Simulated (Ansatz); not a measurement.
`O=[CH][GeH3]`, 7 atoms. Total charge 0; spin multiplicity 1. Correlated methods include outer-core shells of Ge, which these sets cover unevenly. Scalar relativity is left out up to krypton. All runs use 2 threads of an Intel Xeon Platinum 8259CL on a shared host. Correlated methods freeze the cores.

Question: How many basis functions does each run have, and how long does it take in Ansatz? RKS ωB97M-V/def2-QZVPP energy; RKS B97M-V/def2-TZVPP energy; RHF-CCSD(T)/def2-SVP energy; RKS r2SCANh-D4/def2-TZVPP energy; RKS PBE0-D4/def2-SVP energy; RHF-CCSD(T)/def2-TZVPP energy; RKS PBE0-D4/def2-TZVP frequencies; RKS PBE0-D4/def2-TZVP relaxation (25 steps); RKS ωB97M-V/def2-SVP energy; RKS LC-ωPBE/def2-TZVPP energy; direct RPA on PBE orbitals/def2-TZVPP energy; RHF-MP2/def2-QZVPP energy. (Estimate.)

Answer: Computed: Other jobs shared the machine, so times are rough.

```
                                level                    job  functions  wall time  peak host memory (GiB)
                 RKS PBE0-D4/def2-SVP                 energy         80      1.6 s                    0.16
               RKS LC-ωPBE/def2-TZVPP                 energy        166      2.4 s                    0.23
                 RHF-CCSD(T)/def2-SVP                 energy         80      3.4 s                    0.25
            RKS r2SCANh-D4/def2-TZVPP                 energy        166      3.7 s                    0.35
direct RPA on PBE orbitals/def2-TZVPP                 energy        166      4.2 s                    0.29
                 RKS ωB97M-V/def2-SVP                 energy         80      4.5 s                    0.23
                RKS B97M-V/def2-TZVPP                 energy        166        6 s                    0.24
               RKS ωB97M-V/def2-QZVPP                 energy        323       16 s                    0.95
                   RHF-MP2/def2-QZVPP                 energy        323       18 s                     1.2
               RHF-CCSD(T)/def2-TZVPP                 energy        166       33 s                     1.4
                RKS PBE0-D4/def2-TZVP  relaxation (25 steps)        134       70 s                    0.29
                RKS PBE0-D4/def2-TZVP            frequencies        134       87 s                    0.29
```

LC-ωPBE has ω = 0.4 bohr⁻¹.
